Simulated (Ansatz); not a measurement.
Ansatz (a program for electronic structure) input (RPA@PBE/cc-pVTZ):

Ansatz 0.2 input:
```yaml
crystal:
  periodic: [false, false, false]
  atoms:
    - {symbol: O, position_ang: [-2.21011806, 1.58059371, -0.76287935]}
    - {symbol: C, position_ang: [-1.04177073, 0.92823102, -0.39043481]}
    - {symbol: C, position_ang: [0.16262589, 1.70224252, -0.25001529]}
    - {symbol: C, position_ang: [1.18368150, 0.91518891, 0.11199617]}
    - {symbol: Se, position_ang: [0.69299814, -0.99921501, 0.32398805]}
    - {symbol: C, position_ang: [-1.02851199, -0.41330456, -0.16160884]}
    - {symbol: H, position_ang: [-1.90153954, 2.49572982, -0.84757924]}
    - {symbol: H, position_ang: [2.22356679, 1.13854250, 0.30813948]}
    - {symbol: H, position_ang: [-1.85916739, -1.09985911, -0.23274237]}
basis:
  gaussian:
    orbitals: cc-pVTZ
hamiltonian:
  xc: pbe
total_charge: -1
magnetization: {spin_polarized: false}
correlation: {method: rpa, electrons: outside_noble_gas}
```

Output:

```
Functional definition: PBE
integrals: 0.46 GiB planned
1419 factors; integrals over basis functions are off by at most 1.0e-3 eV
0.41 GiB of the device are held for the grids
1.99 GiB of device memory are held for the factors and their scratch space
mean field: 1.93 GiB planned
mean field evaluation 1: about -71565.2265 eV, gradient 7.4e1 eV
mean field evaluation 2: about -71565.2162 eV, gradient 7.4e1 eV
mean field evaluation 4: about -71571.6920 eV, gradient 4.8e1 eV
mean field evaluation 8: about -71578.4461 eV, gradient 2.1e0 eV
mean field evaluation 16: about -71578.4550 eV, gradient 2.2e-3 eV
mean field evaluation 32: about -71551.6927 eV, gradient 7.2e1 eV
mean field -71578.45504315 eV, -2630.4597052165 hartree, gradient 4.0e-6 eV, S^2 0.000000; 0 other end points of the search recorded, 0 dependent functions left out
19 core orbitals not correlated
reference -71508.47713659 eV, -2627.8880645829 hartree; 16, 16 occupied and 200, 200 virtual orbitals, 1419 factors
Total energy: -71552.56939604 eV, -2629.5084252309 hartree
```

It need not be the lowest isomer of its formula. Whether it binds its extra electron was not tested at this geometry.
